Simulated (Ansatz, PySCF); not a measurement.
Process, species as SMILES: [CH2-]CC -> C[CH-]C
Structures are relaxed separately at B3LYP-D3(BJ)/def2-TZVP in Ansatz (a quantum-chemistry and plane-wave program), one conformer each, not searched for the lowest.

Wanted: isomerisation energy (enthalpy at 298 K, with B3LYP-D3(BJ) rigid-rotor harmonic-oscillator terms from PySCF), in kcal/mol. Valence correlation only, unless marked. No spin-orbit coupling. Non-relativistic. Anions need diffuse functions: aug- sets have them; def2-D sets add few; the other sets have none. 

```json
[
 {"level": "HF/cc-pVDZ", "program": "Ansatz", "isomerisation energy (kcal/mol)": "-0.1"},
 {"level": "RI-HF/aug-cc-pVTZ", "program": "Ansatz", "isomerisation energy (kcal/mol)": "2.0"},
 {"level": "SVWN5/def2-TZVPD", "program": "Ansatz", "isomerisation energy (kcal/mol)": "1.0"},
 {"level": "BLYP-D3(BJ)/def2-TZVPD", "program": "Ansatz + dftd3", "isomerisation energy (kcal/mol)": "1.8"},
 {"level": "revPBE-D4/def2-TZVPD", "program": "Ansatz + dftd4", "isomerisation energy (kcal/mol)": "1.3"},
 {"level": "PBE0/STO-3G", "program": "Ansatz", "isomerisation energy (kcal/mol)": "-7.5"},
 {"level": "r2SCANh-D4/def2-TZVPD", "program": "Ansatz + dftd4", "isomerisation energy (kcal/mol)": "0.9"},
 {"level": "HSE06-D3(BJ)/def2-TZVPD", "program": "Ansatz + dftd3", "isomerisation energy (kcal/mol)": "1.1"},
 {"level": "CAM-B3LYP/def2-TZVPD", "program": "Ansatz", "isomerisation energy (kcal/mol)": "1.2"},
 {"level": "wB97M-V/def2-TZVPD", "program": "Ansatz", "isomerisation energy (kcal/mol)": "1.3"},
 {"level": "B2GP-PLYP-D3(BJ)/def2-TZVPD", "program": "Ansatz + dftd3", "isomerisation energy (kcal/mol)": "1.4"},
 {"level": "B2GP-PLYP-D4/def2-TZVPD", "program": "Ansatz + dftd4", "isomerisation energy (kcal/mol)": "1.4"},
 {"level": "RI-MP2/cc-pVTZ", "program": "Ansatz", "isomerisation energy (kcal/mol)": "0.5"},
 {"level": "CCSD(T)/6-31G", "program": "Ansatz", "isomerisation energy (kcal/mol)": "-1.0"}
]
```
